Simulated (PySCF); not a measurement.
HAlO + Br₂ → AlOBr + HBr

Level: PBE0 in the def2-TZVP basis family, all electrons, no relativity, computed in PySCF with density fitting; open shells unrestricted.

| species | state and structure | E (Eh) | ZPE (kJ/mol) | H(298 K) − H(0) (kJ/mol) | S° (J/(mol K)) |
| --- | --- | --- | --- | --- | --- |
| HAlO | singlet, C∞v, Al–H 1.568 Å, Al–O 1.594 Å; H–Al–O 180.0° | -318.06818 | 23.7 | 10.2 | 221.0 |
| Br₂ | singlet, D∞h, Br–Br 2.281 Å | -5147.70672 | 2.0 | 9.7 | 244.8 |
| AlOBr | singlet, C∞v, Al–Br 2.213 Å, Al–O 1.593 Å; Br–Al–O 180.0° | -2891.40550 | 11.0 | 12.8 | 268.8 |
| HBr | singlet, C∞v, H–Br 1.421 Å | -2574.45811 | 16.0 | 8.7 | 198.5 |

(1) What is the electronic reaction energy?

(2) Add zero-point, thermal and entropy terms for 298.15 K and 1 bar.

## Answers

(1) At PBE0/def2-TZVP, ΔE = -232.9 kJ/mol from the differences of the total energies times 2625.5, downhill. 

(2) ΔZPE = 1.3 and Δ[H(298) − H(0)] = 1.6 kJ/mol give ΔH° = -230.0 kJ/mol. ΔS° = 1.5 J/(mol K), so ΔG° = -230.0 − 298.15 × (0.0015) = -230 kJ/mol.

Only the bonding shown was studied: isomers, or loss of a ligand pair, can lie lower.
